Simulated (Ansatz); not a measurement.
Consider the isomerisation: `B1CN[SiH2]1` → `[SiH3]N1BC1`.

Calculated with Ansatz (gas phase, PBE0-D4/def2-TZVP geometries, no zero-point term in ΔE). CBS: MP2 limit from def2 TZ/QZ plus the TZ coupled-cluster correction, frozen cores. DFT in def2-TZVPP. B3LYP here is the variant with VWN-RPA as its local correlation; programs differ in this.

`B1CN[SiH2]1`:

```xyz
10

B    -0.757    0.801   -0.628
C    -0.896   -0.679   -0.094
N     0.437   -0.817    0.503
Si    1.105    0.737    0.155
H    -1.557    1.458   -1.216
H    -1.728   -0.783    0.623
H    -1.107   -1.394   -0.907
H     0.727   -1.664    0.960
H     2.309    0.758   -0.732
H     1.467    1.582    1.335
```

`[SiH3]N1BC1`:

Z-matrix (Å, degrees):
```
Si
N 1 1.718
H 1 1.486 2 109.8
H 1 1.484 2 108.6 3 120.4
H 1 1.486 2 109.8 3 -119.1
B 2 1.359 1 160.1 3 -121.0
C 2 1.499 1 135.0 3 59.5
H 6 1.183 2 142.6 1 0.4
H 7 1.089 2 115.5 1 67.9
H 7 1.089 2 115.5 1 -68.3
```

| level | ΔE (eV) |
| --- | --- |
| B3LYP-D4 | -1.03 |
| CAM-B3LYP | -1.03 |
| CCSD(T)/def2-SVP | -1.14 |
| CCSD/def2-TZVPP | -0.96 |

Problem. What does CCSD(T)/CBS give? (Estimate.)

Solution. Ansatz gave: -0.95 eV. The listed levels differ from it by -0.08, -0.08, -0.19, -0.01 eV.

Largest T1 diagnostic among the species: 0.013.

From PBE to PBE0 (25 % exact exchange), in def2-TZVPP and without D4, ΔE moves by +0.04 eV. Leaving LDA and LC-ωPBE aside and taking each functional with its dispersion term where it has one, the values, not all of them listed here, spread over 0.18 eV, from BLYP-D4 to PBE0-D4. LDA lies +0.06 eV from PBE without D4.
